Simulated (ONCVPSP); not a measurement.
**What one change does to a pseudopotential (Nb, ONCV)**

```
Element                 : niobium
Generator               : ONCVPSP 4.0.1
Type                    : optimised norm-conserving Vanderbilt (ONCV)
Functional              : PBEsol
Relativity              : scalar-relativistic
Frozen core             : [Ar] 3d10
Valence charge          : 13
Reference configuration : 4s2 4p6 4d4 5s1
Partial waves           : 4s+5s: rc 1.85 bohr, ncon 3, nbas 6, qcut 5.6 1/bohr, 2 projectors; 4p: rc 2.00 bohr, ncon 3, nbas 7, qcut 5.7 1/bohr, 1 projector; 4d: rc 2.20 bohr, ncon 4, nbas 8, qcut 6.1 1/bohr, 2 projectors, debl 1.4 Ha
Local potential         : polynomial inside 1.30 bohr (lpopt 5, dvloc0 2 Ha)
Core correction         : Teter function, fcfact 2.75, rcfact 1.1
```

All-electron outer shells of the reference configuration (PBEsol, scalar-relativistic, ld1.x):

| shell | level (eV) | outermost node (bohr) | outermost maximum (bohr) |
| --- | --- | --- | --- |
| 3d | -196.29 | – | 0.33 |
| 4s | -58.35 | 0.53 | 1.04 |
| 4p | -34.49 | 0.54 | 1.12 |
| 5s | -4.01 | 1.41 | 3.08 |
| 4d | -3.06 | 0.55 | 1.51 |

Change: local potential polynomial inside 1.30 bohr (lpopt 5, dvloc0 -2 Ha).

Cutoffs: the cutoffs (Ha) at which the residual kinetic energy of the hardest occupied pseudo-wave falls to 1 and 0.1 mHa per electron; they do not see the model core or the augmentation charge, which bear on the density cutoff. Errors are all-electron minus pseudo energies relative to the spin-unpolarised reference configuration.

Problem. What does the change do?

Solution. The potential gets neither clearly harder nor softer (14 Ha and 16 Ha → 14 Ha and 16 Ha); the errors of the 3 common tests hardly move; the range in which the s phases agree narrows (upper end 4.5 → 3.2); neither file shows a bound ghost.

| quantity | base | changed |
| --- | --- | --- |
| cutoff, loose | 14 Ha | 14 Ha |
| cutoff, tight | 16 Ha | 16 Ha |
| bound ghosts | none | none |
| GHOST(+) flags under 300 eV | none | s at 109.5 eV |
| tests with a reliable result | 3 of 4 | 3 of 4 |
| error for 4s2 4p6 4d4 5s0, meV [ΔE 6.65 eV] | -2.2 | -2.2 |
| error for 4s2 4p6 4d3 5s0, meV [ΔE 20.68 eV] | -0.5 | -0.4 |
| error for 4s2 4p6 4d4 5s0.5, meV [ΔE 2.65 eV] | -0.7 | -0.7 |
| s: phases at 1.88 bohr within 0.05 rad from the reference energy up to (Ha; the scan ends near 5) | 4.5 | 3.2 |
| p: phases at 2.03 bohr within 0.05 rad from the reference energy up to (Ha; the scan ends near 5) | 0.5 | 0.3 |
| d: phases at 2.24 bohr within 0.05 rad from the reference energy up to (Ha; the scan ends near 5) | to the end of the scan | to the end of the scan |
| rms error of d²Exc/dni dnj with the model core, mHa | 1.00 | 1.00 |
